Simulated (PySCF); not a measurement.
Species: CH3Br2Si (charge 0, doublet). It need not be the lowest isomer of its formula. 
Structure (B3LYP-D3(BJ)/def2-TZVP (Ansatz) minimum search):
```xyz
7

Si    -0.2836    -0.8300     0.0521
C      1.0914    -2.1012    -0.0529
Br     0.0912     0.4976     1.8245
Br    -0.2818     0.3958    -1.8299
H      0.9312    -2.7513    -0.9135
H      1.1119    -2.7020     0.8569
H      2.0497    -1.5898    -0.1649
```
Charge 0, spin multiplicity 2.

Dispersion corrections to the total energy (kcal/mol) from the dftd3 and dftd4 libraries through PySCF: D3(BJ) without and D4 with the three-body term, each with the damping fitted for the functional named.

```json
[
 {"functional": "PBE", "D3(BJ)": "-4.94", "D4": "___"},
 {"functional": "BHLYP", "D3(BJ)": "-8.49", "D4": "-7.47"},
 {"functional": "PW6B95", "D3(BJ)": "-3.50", "D4": "-3.97"},
 {"functional": "BP86", "D3(BJ)": "-9.59", "D4": "-7.19"},
 {"functional": "r2SCAN", "D3(BJ)": "___", "D4": "-1.12"},
 {"functional": "PBE0", "D3(BJ)": "-4.64", "D4": "-4.32"},
 {"functional": "HSE06", "D3(BJ)": "___", "D4": "-4.11"}
]
```

Question: Some entries are withheld; supply them.

Answer: 
- PBE, D4: -5.04
- r2SCAN, D3(BJ): -1.39
- HSE06, D3(BJ): -4.06
